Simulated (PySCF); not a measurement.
**`Cc1nnc(C=O)c(C)n1`, C₆H₇N₃O**

Geometry:
```
atom   x (Å)   y (Å)   z (Å)
  C1   2.822  -0.957  -0.502
  C2   1.509  -0.269  -0.424
  N3   1.378   0.894  -1.058
  N4   0.252   1.523  -0.996
  C5  -0.768   1.014  -0.310
  C6  -1.997   1.825  -0.320
  O7  -3.027   1.543   0.234
  C8  -0.624  -0.225   0.360
  C9  -1.708  -0.862   1.143
 N10   0.541  -0.849   0.284
 H11   2.684  -2.029  -0.394
 H12   3.454  -0.607   0.314
 H13   3.314  -0.716  -1.440
 H14  -1.874   2.752  -0.907
 H15  -1.357  -1.802   1.558
 H16  -2.031  -0.194   1.941
 H17  -2.576  -1.030   0.507
```

Method used: PySCF, GIAO B3LYP/pcSseg-1 magnetisability, rotational g tensor and spin-rotation constants, non-relativistic, gas phase. Geometry: GFN2-xTB.

Problem. What are the magnetisability and the molar susceptibility?

Solution. Isotropic -1083 × 10⁻³⁰ J/T², or -65.2 × 10⁻⁶ cm³/mol; principal values -1876, -777, -597 × 10⁻³⁰ J/T², anisotropy 1200 × 10⁻³⁰ J/T² (root of half the summed squared differences of the principal values). The susceptibility is in cgs units.

Problem. Split it along the inertial axes a, b, c into diamagnetic and paramagnetic parts about the centre of mass, with the quadrupole moment.

Solution. 
| axis | χ (10⁻⁶ cm³/mol) | diamagnetic (10⁻⁶ cm³/mol) | paramagnetic (10⁻⁶ cm³/mol) | summed x² of all electrons (Å²) | quadrupole Θ (D Å) |
| --- | --- | --- | --- | --- | --- |
| a | -36.3 | -510.9 | 474.6 | 288.5 | -2.00 |
| b | -46.4 | -1286.8 | 1240.4 | 105.6 | -3.81 |
| c | -113.0 | -1672.2 | 1559.2 | 14.8 | +5.81 |

Anisotropies 2χaa − χbb − χcc = +86.8 and 2χbb − χaa − χcc = +56.4 × 10⁻⁶ cm³/mol. Θ is traceless in Buckingham's convention.

Problem. And the rotational g tensor?

Solution. 
```tsv
axis	rotational constant (GHz)	g	nuclear part	electronic part
a	3.0420	-0.0985	0.5798	-0.6783
b	1.0058	-0.0273	0.5588	-0.5861
c	0.7629	+0.0011	0.5600	-0.5588
```
Asymmetric top; isotopes 12C, 1H, 14N, 16O; no vibrational averaging.
